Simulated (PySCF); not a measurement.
C3H9PSi.
Atom-mapped SMILES: `[CH2:1]=[CH:2][CH2:3][SiH2:4][PH2:5]` (hydrogens: H6, H7 on C1; H8 on C2; H9, H10 on C3; H11, H12 on Si4; H13, H14 on P5)

Structure used (GFN2-xTB), in Å, numbered top down from 1:
```xyz
14
C3H9PSi angstrom
C     -2.0701   -0.3632   -0.7364
C     -1.0693   -0.7565    0.0302
C     -0.6449   -0.0866    1.2882
Si     1.0057    0.8472    1.0302
P      2.4206   -0.6062    0.0753
H     -2.6840    0.4827   -0.4728
H     -2.3252   -0.8715   -1.6504
H     -0.4655   -1.6100   -0.2588
H     -1.4128    0.6069    1.6287
H     -0.5010   -0.8355    2.0688
H      1.5672    1.2374    2.3290
H      0.7741    2.0547    0.2263
H      1.9617   -0.4117   -1.2152
H      3.4427    0.3118   -0.0851
```

Method: PBE0/def2-SVPD in PySCF (dipole) on a GFN2-xTB geometry, gas phase.

Take the most abundant isotopes and a rigid rotor. The values belong to one conformer with, in the numbering `[CH2:1]=[CH:2][CH2:3][SiH2:4][PH2:5]`, C1–C2–C3–Si4 -107°, C2–C3–Si4–P5 -50°, C3–Si4–P5–H 83° and 176°.

Q: What are A, B and C (cm⁻¹)?

A: Ia = 104.63, Ib = 304.86, Ic = 368.61 u·Å²; 505379 MHz·u·Å²/I gives 4830, 1658 and 1371 MHz, that is A = 0.16112, B = 0.05530, C = 0.04573 cm⁻¹.

Q: What kind of rotor is it?

A: An asymmetric top; Ray's κ = -0.834.

Q: What does the inertial defect say?

A: Not planar: Δ = Ic − Ia − Ib = -40.88 u·Å². For a rigid frame Δ = −2 Σ m c², so Σ m c² = 20.44 u·Å² lies off the ab plane: 9.27 from hydrogen and 11.17 from heavier atoms. The atom farthest from that plane is 1.73 Å away.

Q: Give the other two planar moments, Paa and Pbb, and the rms extents of the mass along the axes.

A: Paa = Σ m a² = (Ib + Ic − Ia)/2 = 284.42 and Pbb = Σ m b² = (Ia + Ic − Ib)/2 = 84.19 u·Å². With the mass M = 104.02 u, the rms extents √(P/M) along a, b and c are 1.65, 0.90, 0.44 Å.

Q: Where do the levels up to J = 2 lie, in MHz?

A: Above 0(0,0):
J = 1: 1(0,1) 3029, 1(1,1) 6201, 1(1,0) 6488
J = 2: 2(0,2) 9068, 2(1,2) 11972, 2(1,1) 12832, 2(2,1) 22349, 2(2,0) 22368
Those of J = 1 are B + C, A + C and A + B.

Q: Predict some low-J microwave lines.

A: The dipole components are |μa| = 0.34 D, |μb| = 0.44 D, |μc| = 0.33 D. The squared components, which scale the intensities, stand as 0.61 : 1.00 : 0.55 (a : b : c). Some lines, for components of 0.1 D or more:

| type | branch | J(Ka,Kc) | MHz | lower level (cm⁻¹) |
| --- | --- | --- | --- | --- |
| c | Q | 1(1,1) ← 1(0,1) | 3172 | 0.101 |
| b | Q | 1(1,0) ← 1(0,1) | 3459 | 0.101 |
| b | Q | 3(1,2) ← 3(0,3) | 4256 | 0.603 |
| a | R | 2(1,2) ← 1(1,1) | 5771 | 0.207 |
| b | Q | 5(1,4) ← 5(0,5) | 5948 | 1.495 |
| b | R | 3(0,3) ← 2(1,2) | 6108 | 0.399 |
| c | R | 1(1,0) ← 0(0,0) | 6488 | 0.000 |
| a | R | 3(0,3) ← 2(0,2) | 9013 | 0.302 |
| c | Q | 3(2,2) ← 3(1,2) | 9099 | 0.745 |
| c | Q | 2(2,1) ← 2(1,1) | 9517 | 0.428 |
| a | R | 4(2,2) ← 3(2,1) | 12282 | 1.052 |
| b | R | 4(1,4) ← 3(0,3) | 14043 | 0.603 |
| a | R | 5(4,2) ← 4(4,1) | 15185 | 2.780 |
| a | R | 5(4,1) ← 4(4,0) | 15185 | 2.780 |
| c | R | 4(1,3) ← 3(0,3) | 16905 | 0.603 |
| b | Q | 4(4,0) ← 4(3,1) | 23174 | 2.007 |
| c | R | 5(2,3) ← 4(1,3) | 24277 | 1.167 |
| b | R | 3(3,1) ← 2(2,0) | 25658 | 0.746 |
| c | R | 5(2,4) ← 4(1,4) | 26515 | 1.072 |
| b | Q | 5(5,0) ← 5(4,1) | 29804 | 3.287 |
| b | R | 4(4,1) ← 3(3,0) | 35328 | 1.602 |
| b | R | 4(4,0) ← 3(3,1) | 35329 | 1.602 |
| c | R | 5(4,2) ← 4(3,2) | 38364 | 2.007 |
| b | R | 5(4,1) ← 4(3,2) | 38364 | 2.007 |
| c | R | 5(5,1) ← 4(4,1) | 44989 | 2.780 |

No GFN2-xTB frequencies stand behind this structure, so it isn't proved a minimum. These are rigid-rotor constants of the computed structure; measured ground-state constants (B0) also hold zero-point vibration.

Hardware: one thread of an Arm Neoverse V2, shared host. Cost: 22 s. This is the PBE0/def2-SVPD job that gave the dipole, with the excitations it also computed.
